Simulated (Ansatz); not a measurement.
A made-up structure of SnSiH4O, closed shell:

```
7
angstrom
O 0.1094 -2.1888 1.4786
Si -0.3399 -1.4471 0.2283
Sn 0.2464 1.0342 -0.1566
H -1.1444 -2.1210 -0.8405
H 0.0959 -2.6004 -0.4762
H -0.4058 1.9571 1.1154
H 1.9394 1.2015 -0.1829
```

It is relaxed with PBE-D4/def2-SVP and then PBE0-D4/def2-TZVP (Ansatz 0.2.0). Atoms count as bonded within 1.22 times the sum of their covalent radii (H–H: 0.88 Å). The end point is not checked to be a true minimum.

Q: Does its bonding change? (A judgement: the text doesn't fix the answer.)

A: By the calculation: Yes. Formed: O1–Sn3; broken: none.

Where it ends: The first stage lowers the energy by 4.32 eV in 14 steps. It ends as SnSiH₄O ([O]1[SiH2][SnH2]1):
```
7
angstrom
O 0.2018 -1.1675 1.2658
Si -0.3012 -1.7203 -0.1696
Sn 0.3702 0.6233 0.1141
H -1.7317 -2.0848 -0.3361
H 0.5630 -2.6723 -0.9140
H -0.6063 1.7630 0.9317
H 2.0052 1.0944 0.2741
```

Labels in which every atom is bracketed show which atoms are joined, not bond orders.

For scale, one of the runs: PBE0-D4/def2-TZVP relaxation, 142 basis functions, launched by `ansatz run in.yaml --threads 2 --pin off --events-out ev --progress --plain --max-ram 4352MiB`. Hardware: 2 CPU threads of an Arm Neoverse V2, shared host. Wall time about 26 s.
